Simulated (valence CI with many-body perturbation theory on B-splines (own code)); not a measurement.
# E1 line list for Kr XXXI

Computed by valence CI with perturbative core correlation (CI+MBPT): four valence electrons over a frozen Dirac-Fock core [He], radial functions for each j: 11 s, 11 p, 9 d, 7 f, 5 g, 2 h, 1 i, with the one-electron correlation potential Σ1 (screened to all orders), the two-electron term Σ2, the three-electron term Σ3, Breit, model QED; selected single and double excitations, second order for the rest (own B-spline code, finite nucleus).

The last digits are not significant, and no measured levels were compared; by estimate large intervals hold to a few tenths of a per cent, small ones and those within an open d or f shell to about a per cent. Among the levels kept, up to 250 cm⁻¹ of a level comes from second order outside the variational space, and about a tenth of that is noise between levels of different J, which matters for small intervals.

Lines 101 to 150 of 243 in falling wavelength, among levels below 2280.5 eV, chosen from the strongest by gf and those to the six lowest levels. Wavelengths and rates use the calculated energies. Electric multipoles are in the length gauge, E1 and E2 with the static RPA response of the core. Weak lines are less certain than strong ones. Lines between different terms over intervals too small for the method are left out, as are lines whose strength nearly cancels. The highest levels of a list are the least certain.

Levels are named by their leading jj configuration (3d3/2^4 stands for four electrons in 3d with j = 3/2), which in mixed levels can hold well under half, so a name can repeat and another be missing. Letters in brackets count levels of one name in rising energy.

```tsv
λ vac (nm)	Upper	Lower	A (s⁻¹)	S (a.u.)
0.6215	(2s 2p1/2 2p3/2 3d5/2) J=2 [a]	(2s 2p1/2 2p3/2^2) J=1 [a]	9.81e+12	5.81e-03
0.6210	(2s 2p1/2 2p3/2 3s) J=2 [a]	(2s 2p1/2^2 2p3/2) J=2	4.43e+12	2.62e-03
0.6208	(2s^2 2p1/2 3d5/2) J=2	(2s^2 2p3/2^2) J=2	7.87e+11	4.64e-04
0.6206	(2s 2p1/2 2p3/2 3d5/2) J=2 [b]	(2s 2p1/2 2p3/2^2) J=1 [b]	6.71e+12	3.95e-03
0.6199	(2s 2p1/2 2p3/2 3d5/2) J=0	(2s 2p1/2 2p3/2^2) J=1 [b]	3.42e+13	4.02e-03
0.6198	(2s 2p1/2 2p3/2 3d5/2) J=1 [b]	(2s 2p1/2 2p3/2^2) J=1 [b]	2.04e+13	7.18e-03
0.6194	(2s 2p3/2^2 3s) J=3	(2s 2p1/2 2p3/2^2) J=3	7.04e+12	5.78e-03
0.6174	(2s 2p1/2 2p3/2 3d5/2) J=1 [a]	(2s 2p1/2 2p3/2^2) J=0	2.84e+13	9.91e-03
0.6172	(2s 2p1/2 2p3/2 3d5/2) J=2 [b]	(2s 2p1/2 2p3/2^2) J=2 [b]	1.38e+13	7.98e-03
0.6172	(2s 2p1/2 2p3/2 3s) J=2 [c]	(2s 2p1/2^2 2p3/2) J=1	6.66e+12	3.86e-03
0.6169	(2s 2p1/2 2p3/2 3d5/2) J=3 [b]	(2s 2p1/2 2p3/2^2) J=2 [b]	4.67e+12	3.78e-03
0.6159	(2s 2p1/2 2p3/2 3s) J=3	(2s 2p1/2^2 2p3/2) J=2	7.39e+12	5.97e-03
0.6158	(2s 2p3/2^2 3s) J=1 [a]	(2s 2p1/2 2p3/2^2) J=2 [b]	8.28e+12	2.86e-03
0.6153	(2s^2 2p3/2 3s) J=2	(2s^2 2p1/2 2p3/2) J=2	3.86e+12	2.22e-03
0.6151	(2s^2 2p1/2 3s) J=1	(2s^2 2p1/2^2) J=0	3.03e+12	1.05e-03
0.6144	(2s 2p3/2^2 3s) J=3	(2s 2p1/2 2p3/2^2) J=2 [a]	6.64e+12	5.32e-03
0.6141	(2s 2p1/2 2p3/2 3d5/2) J=0	(2s 2p1/2 2p3/2^2) J=1 [a]	2.22e+13	2.54e-03
0.6140	(2s 2p1/2 2p3/2 3d5/2) J=1 [b]	(2s 2p1/2 2p3/2^2) J=1 [a]	2.06e+13	7.06e-03
0.6140	(2s^2 2p3/2 3s) J=1	(2s^2 2p1/2 2p3/2) J=2	1.69e+12	5.81e-04
0.6134	(2s 2p1/2^2 3d5/2) J=2	(2s 2p1/2^2 2p3/2) J=1	4.46e+13	2.54e-02
0.6122	(2s^2 2p3/2 3s) J=2	(2s^2 2p1/2 2p3/2) J=1	3.35e+12	1.89e-03
0.6117	(2s 2p1/2 2p3/2 3s) J=2 [b]	(2s 2p1/2^2 2p3/2) J=2	2.31e+11	1.30e-04
0.6116	(2s 2p3/2^2 3s) J=1 [a]	(2s 2p1/2 2p3/2^2) J=0	9.25e+12	3.13e-03
0.6109	(2s^2 2p3/2 3s) J=1	(2s^2 2p1/2 2p3/2) J=1	6.19e+11	2.09e-04
0.6102	(2s^2 2p3/2 3d3/2) J=1	(2s^2 2p3/2^2) J=0	1.74e+12	5.85e-04
0.6102	(2s 2p1/2 2p3/2 3d3/2) J=3 [b]	(2s 2p1/2 2p3/2^2) J=3	1.11e+13	8.71e-03
0.6100	(2s 2p1/2 2p3/2 3d3/2) J=2 [b]	(2s 2p1/2 2p3/2^2) J=3	6.02e+12	3.37e-03
0.6084	(2s 2p1/2 2p3/2 3d5/2) J=2 [a]	(2s 2p1/2 2p3/2^2) J=2 [a]	2.84e+13	1.58e-02
0.6072	(2s 2p1/2 2p3/2 3d5/2) J=3 [a]	(2s 2p1/2 2p3/2^2) J=2 [a]	3.22e+13	2.49e-02
0.6071	(2s^2 2p1/2 3d3/2) J=2	(2s^2 2p1/2 2p3/2) J=2	9.93e+12	5.49e-03
0.6069	(2s 2p1/2^2 3p3/2) J=2	(2s^2 2p3/2^2) J=2	5.79e+11	3.19e-04
0.6068	(2s 2p1/2^2 3d3/2) J=1	(2s 2p1/2^2 2p3/2) J=2	1.24e+12	4.09e-04
0.6067	(2s 2p1/2 2p3/2 3d5/2) J=2 [b]	(2s 2p1/2 2p3/2^2) J=3	6.83e+12	3.76e-03
0.6064	(2s 2p1/2 2p3/2 3d5/2) J=3 [b]	(2s 2p1/2 2p3/2^2) J=3	2.46e+13	1.90e-02
0.6062	(2s^2 2p3/2 3d5/2) J=1	(2s^2 2p3/2^2) J=0	7.87e+13	2.60e-02
0.6061	(2s 2p1/2^2 3d3/2) J=2	(2s 2p1/2^2 2p3/2) J=2	1.07e+13	5.87e-03
0.6060	(2s 2p1/2 2p3/2 3d5/2) J=4 [b]	(2s 2p1/2 2p3/2^2) J=3	7.04e+13	6.96e-02
0.6053	(2s 2p1/2 2p3/2 3d3/2) J=3 [b]	(2s 2p1/2 2p3/2^2) J=2 [a]	2.08e+13	1.60e-02
0.6051	(2s^2 2p3/2 3d3/2) J=2	(2s^2 2p3/2^2) J=2	2.01e+12	1.10e-03
0.6041	(2s^2 2p1/2 3d3/2) J=2	(2s^2 2p1/2 2p3/2) J=1	1.08e+12	5.85e-04
0.6039	(2s^2 2p3/2 3d3/2) J=3	(2s^2 2p3/2^2) J=2	6.99e+12	5.32e-03
0.6039	(2s 2p1/2^2 3d5/2) J=3	(2s 2p1/2^2 2p3/2) J=2	3.76e+13	2.86e-02
0.6037	(2s^2 2p1/2 3d5/2) J=2	(2s^2 2p1/2 2p3/2) J=2	7.39e+12	4.01e-03
0.6036	(2s^2 2p1/2 3d3/2) J=1	(2s^2 2p1/2 2p3/2) J=2	1.45e+12	4.73e-04
0.6036	(2s^2 2p1/2 3d5/2) J=3	(2s^2 2p1/2 2p3/2) J=2	5.11e+13	3.88e-02
0.6031	(2s^2 2p3/2 3d3/2) J=1	(2s^2 2p3/2^2) J=2	1.11e+13	3.59e-03
0.6026	(2s^2 2p3/2 3d5/2) J=2	(2s^2 2p3/2^2) J=2	5.01e+13	2.70e-02
0.6017	(2s 2p1/2 2p3/2 3p1/2) J=1 [a]	(2s^2 2p3/2^2) J=2	1.16e+12	3.74e-04
0.6016	(2s 2p1/2 2p3/2 3d5/2) J=3 [b]	(2s 2p1/2 2p3/2^2) J=2 [a]	3.20e+13	2.41e-02
0.6007	(2s^2 2p1/2 3d5/2) J=2	(2s^2 2p1/2 2p3/2) J=1	5.90e+13	3.16e-02
```
